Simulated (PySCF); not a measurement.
SMILES C[N]C=O, doublet, CAM-B3LYP/def2-SVP optimised geometry.

```
8

C     -0.96     0.68     0.00
N     -0.31    -0.59     0.00
C      1.07    -0.59     0.00
O      1.75     0.30    -0.47
H     -1.75     0.69    -0.77
H     -1.48     0.79     0.97
H     -0.27     1.53    -0.14
H      1.51    -1.53     0.40
```

Density from unrestricted CAM-B3LYP/def2-TZVP (PySCF) at that geometry.

Minimum of the electron density along straight lines between bonded atoms, close to the bond critical point (lines longer than 1.1 times the sum of covalent radii, or with two minima, are not listed):

```json
[
 {"bond": "C1–N2", "length / Å": "1.426", "ρ at the minimum / e bohr⁻³": "0.285", "∇²ρ there / e bohr⁻⁵": "-0.80", "position (fraction from the first atom)": "0.39"},
 {"bond": "N2–C3", "length / Å": "1.375", "ρ at the minimum / e bohr⁻³": "0.331", "∇²ρ there / e bohr⁻⁵": "-1.11", "position (fraction from the first atom)": "0.61"},
 {"bond": "C3–O4", "length / Å": "1.214", "ρ at the minimum / e bohr⁻³": "0.419", "∇²ρ there / e bohr⁻⁵": "-0.23", "position (fraction from the first atom)": "0.34"},
 {"bond": "C1–H5", "length / Å": "1.102", "ρ at the minimum / e bohr⁻³": "0.275", "∇²ρ there / e bohr⁻⁵": "-0.95", "position (fraction from the first atom)": "0.65"},
 {"bond": "C1–H6", "length / Å": "1.107", "ρ at the minimum / e bohr⁻³": "0.267", "∇²ρ there / e bohr⁻⁵": "-0.90", "position (fraction from the first atom)": "0.65"},
 {"bond": "C1–H7", "length / Å": "1.102", "ρ at the minimum / e bohr⁻³": "0.278", "∇²ρ there / e bohr⁻⁵": "-0.97", "position (fraction from the first atom)": "0.65"},
 {"bond": "C3–H8", "length / Å": "1.111", "ρ at the minimum / e bohr⁻³": "0.279", "∇²ρ there / e bohr⁻⁵": "-1.00", "position (fraction from the first atom)": "0.66"}
]
```
